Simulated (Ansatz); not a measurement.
Harmonic frequencies (cm⁻¹) at PBE0-D4/def2-TZVP from Ansatz: 52, 52, 73, 182, 221, 221, 538, 538, 1952.

Problem. Which molecule is it?
A. `[I][SnH]([I])[I]`
B. `[Cl][SnH2][I]`
C. `[CH3][SnH]([F])[Br]`
D. `[F][Sn]([F])([SH])[SH]`

Solution. A.
